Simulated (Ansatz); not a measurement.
Consider the ligand exchange at the Al–C bond: `C=[C]([AlH2])[SnH3]` + `[SiH3][SeH]` → `[AlH2][Se][SiH3]` + `C=[CH][SnH3]`.

Computed with Ansatz on PBE0-D4/def2-TZVP structures; ΔE is electronic, products minus reactants. CBS: MP2 limit from def2 TZ/QZ plus the TZ coupled-cluster correction, frozen cores. Functionals use def2-TZVPP. def2 core potentials past Kr. For Se, Sn outer-core shells are correlated without core-valence functions, which leaves a few kJ/mol of doubt a bond. Scalar relativity is left out up to krypton.

```tsv
level	ΔE (kcal/mol)
PBE0-D4	-28.9
HF/def2-TZVPP	-29.8
SCS-MP2/def2-TZVPP	-28.1
CCSD/def2-TZVPP	-28.2
HF/def2-QZVPP	-29.5
SCS-MP2/def2-QZVPP	-28.3
MP2/CBS(def2)	-29.1
CCSD/CBS(def2)	-28.9
```

Problem. What does CCSD(T)/CBS give? (Best estimate.)

Solution. Ansatz gave: -28.6 kcal/mol. The listed levels differ from it by -0.3, -1.2, 0.5, 0.4, -0.9, 0.3, -0.5, -0.3 kcal/mol.

Largest T1 diagnostic among the species: 0.013.

From PBE to PBE0 (25 % exact exchange), in def2-TZVPP and without D4, ΔE moves by −0.9 kcal/mol. In def2-TZVPP, CCSD(T) changes the Hartree–Fock value by +1.9 kcal/mol (the triples alone add +0.3 kcal/mol) and MP2 by +1.4 kcal/mol.
